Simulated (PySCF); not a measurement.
# Electronic structure of Ca (calcium, neutral) at the TPSS level

Configuration: [Ar] 4s2, closed-shell 1S. Calculation: PySCF 2.14, in cc-pVDZ-X2C; scalar relativity by spin-free X2C-1e.

```json
{
 "Total energy": "-680.464 hartree",
 "One-electron energy": "-930.543 hartree",
 "Hartree (Coulomb) energy": "286.369 hartree",
 "Exchange-correlation energy": "-36.290 hartree",
 "⟨S²⟩": "0.0000",
 "⟨L²⟩": "0.000",
 "Sum of ⟨r⟩": "20.95 bohr",
 "Sum of ⟨r²⟩": "53.74 bohr²",
 "Langevin diamagnetic susceptibility": "-42.6 ×10⁻⁶ cm³/mol",
 "Time after the integrals": "0.27 s of wall time on 1 thread of AMD EPYC 7B13 (shared host)"
}
```

```tsv
shell	electrons	mean orbital energy (hartree)	rms radius, mean of both spins (bohr)
1s	2	-145.46241	0.0888
2s	2	-15.31826	0.394
2p	6	-12.34107	0.364
3s	2	-1.76723	1.24
3p	6	-1.04913	1.38
4s	2	-0.13950	4.36
```

Densities and radii are taken from the X2C orbitals without a picture-change correction, which distorts them close to the nucleus.
